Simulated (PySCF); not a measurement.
SMILES [SiH3]c1ccccc1Br, GFN2-xTB optimised geometry.

```
15

Si    -1.39    -2.12     0.00
C     -0.41    -0.50     0.00
C     -1.03     0.74     0.00
C     -0.31     1.92     0.00
C      1.08     1.88     0.00
C      1.73     0.66     0.00
C      0.98    -0.50     0.00
Br     1.90    -2.17     0.00
H     -1.06    -2.87     1.20
H     -2.81    -1.74    -0.01
H     -1.05    -2.87    -1.21
H     -2.11     0.78     0.00
H     -0.82     2.87     0.00
H      1.65     2.80     0.00
H      2.81     0.61     0.00
```

Density from PBE/def2-TZVP in PySCF at that geometry.

Minimum of the electron density along straight lines between bonded atoms, close to the bond critical point (lines longer than 1.1 times the sum of covalent radii, or with two minima, are not listed):

```csv
bond,length / Å,ρ at the minimum / e bohr⁻³,∇²ρ there / e bohr⁻⁵,position (fraction from the first atom)
Si1–C2,1.891,[?],[?],0.39
C2–C3,1.391,0.311,-0.87,0.50
C3–C4,1.384,0.319,-0.92,0.50
C4–C5,1.385,0.318,-0.92,0.50
C5–C6,1.384,0.317,-0.91,0.50
C2–C7,1.388,0.315,-0.88,0.48
C6–C7,1.383,0.319,-0.91,0.49
C7–Br8,1.911,0.160,-0.16,0.45
Si1–H9,1.462,0.124,0.17,0.50
Si1–H10,1.464,0.124,0.17,0.50
Si1–H11,1.462,0.124,0.17,0.50
C3–H12,1.080,0.286,-1.01,0.65
C4–H13,1.080,0.286,-1.00,0.64
C5–H14,1.080,0.286,-1.01,0.65
C6–H15,1.080,0.286,-1.01,0.65
```

Q: Fill in the missing entries.

A: 
- Si1–C2, ρ at the minimum / e bohr⁻³: 0.115
- Si1–C2, ∇²ρ there / e bohr⁻⁵: 0.19
